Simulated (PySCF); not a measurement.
HBrF$_{2}$OSi, singlet, at a GFN2-xTB geometry, with bond 5-2 at 1.8 times its length; SA2-CASSCF(4,3)/STO-3G in PySCF.

Input for PySCF:
```python
from pyscf import gto, scf, mcscf
import numpy

mol = gto.M(
    atom='''
O     1.97333019    0.16169055   -0.10111551
Si    0.56308680   -0.40114586    0.37648420
F     0.36730525   -0.29039738    1.94675275
F     0.40962616   -1.95695985    0.10772477
Br   -2.17241467    1.59126806   -1.49203069
H     2.82002913   -0.15254392    0.20313458
''',
    basis='sto-3g',
    verbose=4,
)

mf = scf.RHF(mol)
mf.kernel()
mc = mcscf.CASSCF(mf, 3, 4)
mc.fix_spin_(ss=0.0)
mc = mc.state_average_([0.5, 0.5])
mc.kernel()
```

The log (banner, timings and long lists left out):

```
PySCF version 2.14.0

[INPUT] verbose = 4
[INPUT] num. atoms = 6
[INPUT] num. electrons = 76
[INPUT] charge = 0
[INPUT] spin (= nelec alpha-beta = 2S) = 0
[INPUT] symmetry False subgroup None
[INPUT] Mole.unit = angstrom
[INPUT] Symbol           X                Y                Z      unit          X                Y                Z       unit  Magmom
[...]
nuclear repulsion = 352.266849612602
number of shells = 23
number of NR pGTOs = 129
number of NR cGTOs = 43
basis = sto-3g
ecp = {}

******** <class 'pyscf.scf.hf.RHF'> ********
method = RHF
initial guess = minao
damping factor = 0
level_shift factor = 0
DIIS = <class 'pyscf.scf.diis.CDIIS'>
diis_start_cycle = 1
diis_space = 8
diis_damp = 0
SCF conv_tol = 1e-09
SCF conv_tol_grad = None
SCF max_cycles = 50
direct_scf = True
direct_scf_tol = 1e-13
Set gradient conv threshold to 3.16228e-05
Initial guess from minao.
init E= -3096.84403578716
[...]
cycle= 1 E= -3100.41216707511  delta_E= -3.57  |g|= 0.565  |ddm|= 3.02
[...]
cycle= 2 E= -3100.37728630959  delta_E= 0.0349  |g|= 0.422  |ddm|=  3.4
[...]
cycle= 3 E= -3100.5909043887  delta_E= -0.214  |g|= 0.131  |ddm|= 2.77
[...]
cycle= 4 E= -3100.6259643765  delta_E= -0.0351  |g|= 0.0239  |ddm|= 0.871
[...]
cycle= 5 E= -3100.62661713448  delta_E= -0.000653  |g|= 0.0076  |ddm|= 0.142
[...]
cycle= 6 E= -3100.62668548209  delta_E= -6.83e-05  |g|= 0.00209  |ddm|= 0.0297
[...]
cycle= 7 E= -3100.62669576344  delta_E= -1.03e-05  |g|= 0.000935  |ddm|= 0.0151
[...]
cycle= 8 E= -3100.62670009211  delta_E= -4.33e-06  |g|= 0.000688  |ddm|= 0.0099
[...]
cycle= 9 E= -3100.62670433854  delta_E= -4.25e-06  |g|= 0.000507  |ddm|= 0.0135
[...]
cycle= 10 E= -3100.62670771113  delta_E= -3.37e-06  |g|= 0.000289  |ddm|= 0.0193
[...]
cycle= 11 E= -3100.62670824044  delta_E= -5.29e-07  |g|= 4.11e-05  |ddm|= 0.00941
[...]
cycle= 12 E= -3100.62670824568  delta_E= -5.24e-09  |g|= 6.53e-06  |ddm|= 0.00107
[...]
cycle= 13 E= -3100.62670824578  delta_E= -1.05e-10  |g|= 8.77e-07  |ddm|= 0.000161
[...]
Extra cycle  E= -3100.62670824579  delta_E= -4.55e-12  |g|= 5.96e-07  |ddm|= 5.58e-06
converged SCF energy = -3100.62670824579

******** <class 'pyscf.mcscf.addons.StateAverageCASSCF'> ********
CAS (2e+2e, 3o), ncore = 36, nvir = 4
max_cycle_macro = 50
max_cycle_micro = 4
conv_tol = 1e-07
conv_tol_grad = None
orbital rotation max_stepsize = 0.02
orbital rotation threshold for CI restart = 0.01
augmented hessian ah_max_cycle = 30
augmented hessian ah_conv_tol = 1e-12
augmented hessian ah_linear dependence = 1e-14
augmented hessian ah_level shift = 1e-08
augmented hessian ah_start_tol = 2.5
augmented hessian ah_start_cycle = 3
augmented hessian ah_grad_trust_region = 3
kf_trust_region = 3
kf_interval = 4
ci_response_space = 4
ci_grad_trust_region = 3
with_dep4 0
natorb = False
canonicalization = True
sorting_mo_energy = False
ao2mo_level = 2
internal_rotation = False
******** <class 'pyscf.mcscf.addons.StateAverageSpinPenaltyFCISolver'> ********
max. cycles = 50
conv_tol = 1e-08
davidson only = True
linear dependence = 1e-12
level shift = 0.001
max iter space = 12
nroots = 2
pspace_size = 400
spin = None
State-average over 2 states with weights [0.5, 0.5]
CASCI E = -3100.72780340483  S^2 = 0.0000000
Set conv_tol_grad to 0.000316228
macro iter   1 ( 14 JK    4 micro), CASSCF E = -3100.73337537218  dE = -5.57196735e-03  S^2 = 0.0000000
               |grad[o]|=0.0716  |ddm|=0.00445  |maxRot[o]|= 0.06
macro iter   2 (  6 JK    2 micro), CASSCF E = -3100.73337787844  dE = -2.50626181e-06  S^2 = 0.0000000
               |grad[o]|=0.000839  |ddm|=0.000439  |maxRot[o]|=0.00209
macro iter   3 (  1 JK    1 micro), CASSCF E = -3100.73337787844  dE =  0.00000000e+00  S^2 = 0.0000000
               |grad[o]|=1.76e-05  |ddm|=3.24e-16  |maxRot[o]|=    0
1-step CASSCF converged in   3 macro ( 21 JK   7 micro) steps
CASSCF canonicalization
Density matrix diagonal elements [1.49998615 1.47977403 1.02023982]
CASSCF energy = -3100.73337787844
CASCI E = -3100.73337787844  E(CI) = -3.19695708350673  S^2 = 0.0000000
CASCI state-averaged energy = -3100.73337787844
CASCI energy for each state
  State 0 weight 0.5  E = -3100.73438560044 S^2 = 0.0000000
  State 1 weight 0.5  E = -3100.73237015645 S^2 = 0.0000000
```
